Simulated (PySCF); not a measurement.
## K₂Cl⁺: breathing scan

Method: PySCF, PBE0, basis Cl def2-TZVP, K def2-TZVP (no relativity, density fitting).

Rigid scan from the singlet minimum (Cl–K 2.821 Å (×2); K–Cl–K 180.0°). Coordinate: all bonds to the central atom scaled together. Energies in kJ/mol from the minimum.

```
scale of all bonds to the centre  E (kJ/mol)
                            0.88        58.2
                            0.92        22.2
                            0.96         4.8
                            1.00         0.0
                            1.04         3.5
                            1.08        12.5
                            1.14        32.0
                            1.22        63.4
                            1.35       116.6
```

At long bonds a restricted determinant can lie too high, and another spin state can fall below this curve.

Other isomers or separated fragments may lie lower.
